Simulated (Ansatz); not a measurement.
Calculated with Ansatz (gas phase, PBE0-D4/def2-TZVP geometries, no zero-point term in ΔE). CCSD(T)/CBS adds triple-zeta CCSD(T) − MP2 to the extrapolated MP2 energy (def2 sets, frozen cores). This one scheme is used for every species. Functionals use def2-TZVPP. B3LYP here is the variant with VWN-RPA as its local correlation; programs differ in this. Each species was taken in one conformer, which may not be the lowest.

Reaction (cleavage of the Si–Si bond): `[SiH3]N[SiH2][SiH2]Cl` + `N[Si](Cl)(Cl)Cl` → `Cl[SiH2]N[Si](Cl)(Cl)Cl` + `[SiH3]N[SiH3]`

| level | ΔE (kJ/mol) |
| --- | --- |
| r2SCAN-D4 | -65.0 |
| B3LYP-D4 | -68.9 |
| B2PLYP | -74.6 |
| CCSD(T)/def2-TZVPP | -74.5 |

Problem. What does CCSD(T)/CBS give? (Best estimate.)

Solution. Ansatz gave: -72.3 kJ/mol. The listed levels differ from it by 7.3, 3.4, -2.3, -2.2 kJ/mol.

Largest T1 diagnostic among the species: 0.011.

From PBE to PBE0 (25 % exact exchange), in def2-TZVPP and without D4, ΔE moves by −5.8 kJ/mol.
